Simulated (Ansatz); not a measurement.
**Relative stability**

Two relaxed structures of H₂SeSO, closed shell (PBE0-D4/def2-TZVP; forces vanish, vibrations not checked).

A:

```xyz
5
angstrom
O -1.2552 -0.8819 0.2845
S -0.7791 0.4830 0.5253
Se 1.4823 0.6280 0.7072
H -0.7954 0.6950 1.8884
H 1.6161 0.9147 -0.7278
```

B:

| atom | x (Å) | y (Å) | z (Å) |
| --- | --- | --- | --- |
| O1 | -1.4287 | -0.8728 | 0.1535 |
| S2 | -0.5227 | -0.0501 | 1.2439 |
| Se3 | 1.3160 | 0.4797 | 0.3905 |
| H4 | -1.1277 | -0.6083 | -0.7308 |
| H5 | -1.2246 | 1.1143 | 1.1842 |

Ansatz 0.2.0; basis: def2-TZVPP; cores frozen in the correlated methods. Filled d shells of the heavier atoms are correlated. The def2 sets are not built for correlating such inner shells, so the correlated values are less sure here. B3LYP uses VWN-RPA correlation.

Task: Which structure is lower at CCSD(T), and by how much? (An estimate is asked for; the value comes from the calculation.)

Result: The calculation gives: B, by 0.109 eV (electronic energy, against the other). By their contacts, A is H₂SeSO ([O][SH][SeH]) and B is H₂SeSO ([OH][SH][Se]).

Task: Do the other methods give the same order? (Judge from chemistry; the calculation decides.)

Result: By the calculation: Not all: PBE-D4 gives the other order.

```csv
method,E(B) − E(A) (eV)
PBE-D4,0.010
r2SCAN-D4,-0.003
PBE0-D4,-0.105
B3LYP-D4,-0.063
wB97M-V,-0.193
HF,-0.316
MP2,-0.109
CCSD,-0.157
CCSD(T),-0.109
```

No T1 diagnostic of these runs exceeds 0.017.

Labels in which every atom is bracketed show which atoms are joined, not bond orders.

For scale, one of the runs: CCSD(T)/def2-TZVPP, 149 basis functions, launched by `ansatz run in.yaml --threads 2 --pin off --events-out ev --progress --plain --max-ram 4352MiB`. The run took 24 s on 2 CPU threads of an AMD EPYC 7B13 (shared host), with 0.97 GiB of host memory at its peak.
